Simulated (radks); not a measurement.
Q: Neutral germanium, 32 electrons, occupied as [Ar] 3d10 4s2 4p1.75 4d0.25 (fractional occupations, a model configuration). All-electron calculation, non-relativistic Kohn-Sham, LDA (Slater exchange, Perdew-Wang correlation), spin-polarised, spherical densities, point nucleus; open shells are filled with parallel spins first. Program: a radial shooting solver on a logarithmic mesh with Libxc functionals. Some entries of the table are withheld. Estimate them.

orbital,occ.,eigenvalue (eV),<r> (bohr),r(max) (bohr)
1s up,1,-10785.27,0.04792,0.03163
1s down,1,-10785.21,0.04792,0.03163
2s up,1,-1336.423,0.2142,0.1798
2s down,1,-1336.397,0.2142,0.1798
2p up,3,-1191.258,0.1854,0.1427
2p down,3,-1191.212,0.1854,0.1427
3s up,1,-163.8049,0.6365,0.5522
3s down,1,-163.7353,0.6363,0.5522
3p up,3,-115.7392,0.6528,0.5470
3p down,3,-115.6553,0.6524,0.5470
3d up,5,-32.0285,0.7349,0.5006
3d down,5,-31.8727,0.7310,0.5004
4s up,1,-13.5600,2.123,1.762
4s down,1,-12.3864,2.121,1.747
4p up,1.75,-5.8522,2.750,2.175
4p down,0,-4.7083,2.835,2.176
5s up,0,-1.1309,7.639,5.857
5s down,0,-0.9250,8.688,6.410
5p up,0,(1),16.27,14.84
5p down,0,(2),17.23,15.72
4d up,0.25,(3),21.40,20.35
4d down,0,(4),22.38,21.07
4f up,0,-0.1061,27.69,25.44
4f down,0,-0.0809,28.63,26.20
5d up,0,-0.0378,34.46,36.33

A: 
(1) 5p up eigenvalue (eV): -0.4992
(2) 5p down eigenvalue (eV): -0.4440
(3) 4d up eigenvalue (eV): -0.2891
(4) 4d down eigenvalue (eV): -0.2506
